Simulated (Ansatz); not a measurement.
Reaction (silylene loss): `[CH3][Al]([SiH3])[Br]` → `[CH3][AlH][Br]` + `[SiH2]`

Program: Ansatz. Geometries: PBE0-D4/def2-TZVP. ΔE: electronic, gas phase. CBS: MP2 limit from def2 TZ/QZ plus the TZ coupled-cluster correction, frozen cores. This one scheme is used for every species. DFT in def2-TZVPP. For Br outer-core shells are correlated without core-valence functions, which leaves a few kJ/mol of doubt a bond. Scalar relativity is left out up to krypton.

```json
{"level": "r2SCAN-D4", "ΔE (kcal/mol)": "64.1"}
{"level": "B2PLYP", "ΔE (kcal/mol)": "57.0"}
{"level": "SCS-MP2/def2-TZVPP", "ΔE (kcal/mol)": "57.3"}
{"level": "CCSD/def2-TZVPP", "ΔE (kcal/mol)": "55.9"}
{"level": "HF/def2-QZVPP", "ΔE (kcal/mol)": "52.1"}
{"level": "MP2/def2-QZVPP", "ΔE (kcal/mol)": "61.1"}
{"level": "MP2/CBS(def2)", "ΔE (kcal/mol)": "61.7"}
{"level": "CCSD/CBS(def2)", "ΔE (kcal/mol)": "57.3"}
```

**Question.** What does CCSD(T)/CBS give? (Estimate.)

**Answer.** Ansatz gave: +58.6 kcal/mol. The listed levels differ from it by 5.5, -1.6, -1.3, -2.7, -6.5, 2.5, 3.1, -1.3 kcal/mol.

Largest T1 diagnostic among the species: 0.014.

From PBE to PBE0 (25 % exact exchange), in def2-TZVPP and without D4, ΔE moves by +1.3 kcal/mol. In def2-TZVPP, CCSD(T) changes the Hartree–Fock value by +5.1 kcal/mol (the triples alone add +1.3 kcal/mol) and MP2 by +8.2 kcal/mol. The D4 term adds +2.7 kcal/mol with B3LYP and +1.5 kcal/mol with PBE0; it sums over pairs of atoms, weighted by their polarisabilities, and B3LYP, whose exchange is more repulsive, gets the larger term.

B3LYP here is the variant with VWN-RPA as its local correlation; programs differ in this.
